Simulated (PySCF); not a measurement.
A mixed set of molecules. Computed, not measured: TDDFT CAM-B3LYP/def2-SVPD, vertical, gas phase, core orbitals frozen in the response (PySCF 2.14.0, density-fitted response routines). Geometries: PBE0-D3(BJ)/def2-SVP; one conformer of each isolated species. Triplets are in the Tamm–Dancoff approximation. Atoms past krypton carry core potentials; spin–orbit coupling is left out.

Question: Rank by computed LUMO energy, highest first.
A. `[B@@H-](C)(C#N)[PH3+]`
B. `[SiH3]S[SiH2][GeH2][GeH3]`
C. `CC(CP(CCCC)C(C)(C)C)C`
D. `C=CSC`
E. `CC(C)/C(F)=P/C(F)(F)F`
F. `[F][Sn][F]`
G. `C1SC(C=O)SC1`
H. `c1(F)c(cccc1)C=O`

Answer: C (1.24 eV), D (1.08 eV), A (0.38 eV), B (0.24 eV), G (-0.10 eV), E (-0.93 eV), H (-1.10 eV), F (-2.04 eV).

```
                   SMILES  LUMO (eV)  T1 (eV)  gap (eV)  α (au)  f (S1)    S1 mainly
    CCCCP(CC(C)C)C(C)(C)C       1.24     5.25      8.68   174.7   0.098    H→L (47%)
                    C=CSC       1.08     3.68      8.47    61.4   0.001  H→L+1 (61%)
      C[B@@H-]([PH3+])C#N       0.38     5.89     10.12    70.9   0.006  H→L+1 (47%)
[SiH3]S[SiH2][GeH2][GeH3]       0.24     5.20      8.72   143.8   0.013    H→L (83%)
               O=CC1SCCS1      -0.10        –      8.00    86.6   0.005  H-1→L (55%)
    CC(C)/C(F)=P/C(F)(F)F      -0.93     2.69      7.94    91.2   0.268    H→L (94%)
             O=Cc1ccccc1F      -1.10     3.29      7.88    83.9   0.000  H-1→L (88%)
               [F][Sn][F]      -2.04     3.62      8.24    36.6   0.119    H→L (98%)
```

H and L stand for HOMO and LUMO; a dash means that no computed state gives the value.

- `CCCCP(CC(C)C)C(C)(C)C`: Löwdin shares by element: HOMO phosphorus 56%, carbon 26% or more (atoms not listed hold the other 17%); LUMO carbon 23% or more (atoms not listed hold the other 77%).
- `C=CSC`: Löwdin shares by element: HOMO sulfur 49%, carbon 44%; LUMO carbon 64% or more, sulfur 14%, hydrogen 7% or more (atoms not listed hold the other 15%).
- `C[B@@H-]([PH3+])C#N`: Löwdin shares by element: HOMO nitrogen 28%, carbon 21% or more, boron 18%, hydrogen 15% or more (atoms not listed hold the other 18%); LUMO hydrogen 32% or more, phosphorus 26%, boron 18% (atoms not listed hold the other 24%).
- `[SiH3]S[SiH2][GeH2][GeH3]`: Löwdin shares by element: HOMO sulfur 50%, silicon 20%, germanium 13% or more (atoms not listed hold the other 16%); LUMO germanium 24%, sulfur 19%, silicon 18% or more (atoms not listed hold the other 38%).
- `O=CC1SCCS1`: Löwdin shares by element: HOMO sulfur 72%, carbon 17% or more; LUMO carbon 39% or more, oxygen 27%, sulfur 20% or more.
- `CC(C)/C(F)=P/C(F)(F)F`: Löwdin shares by element: HOMO phosphorus 41%, carbon 36% or more, fluorine 9% or more; LUMO carbon 38% or more, phosphorus 37%, fluorine 8% or more (atoms not listed hold the other 17%).
- `O=Cc1ccccc1F`: Löwdin shares by element: HOMO carbon 53% or more, fluorine 10% (atoms not listed hold the other 36%); LUMO carbon 46% or more, oxygen 18% (atoms not listed hold the other 36%).
- `[F][Sn][F]`: Löwdin shares by element: HOMO tin 57%, fluorine 43%; LUMO tin 82%, fluorine 18%.
